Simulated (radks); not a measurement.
The numbers below are computed, except where a source is named.
All-electron atom: the rhodium ion Rh41+ in [He] 2s2. Code: a radial shooting solver on a logarithmic mesh with Libxc functionals. Model: scalar-relativistic Kohn-Sham, exchange-only B88, spin-polarised, spherical densities, finite nucleus; Fermi nuclear charge, rms radius 4.4945 fm.

Normalised radial functions P(r) = r R(r), r in bohr:

r,2s,2p
0.002888,0.6073,0.0264
0.0035,0.7068,0.0372
0.00424,0.8172,0.0523
0.005097,0.9321,0.0726
0.006176,1.0587,0.1019
0.007483,1.1874,0.1425
0.009067,1.3109,0.1985
0.01099,1.4180,0.2748
0.01331,1.4935,0.3775
0.016,1.5181,0.5071
0.01939,1.4709,0.6820
0.02349,1.3233,0.9036
0.02846,1.0501,1.1757
0.03449,0.6330,1.4962
0.04146,0.0960,1.8378
0.05023,-0.5850,2.2060
0.06086,-1.3315,2.5456
0.07375,-2.0477,2.8006
0.08936,-2.6100,2.9084
0.1074,-2.8904,2.8238
0.1301,-2.8371,2.5198
0.1577,-2.4406,2.0294
0.1911,-1.8153,1.4438
0.2315,-1.1427,0.8840
0.2783,-0.6108,0.4661
0.3372,-0.2534,0.1929
0.4086,-0.0798,0.0613

2s: eigenvalue -6377.4 eV, 1 radial node at r = 0.0427 bohr, <r> = 0.133 bohr, 90 % of the charge inside 0.203 bohr. 2p (empty): eigenvalue -6149.9 eV, 0 radial nodes, <r> = 0.114 bohr, 90 % of the charge inside 0.183 bohr.
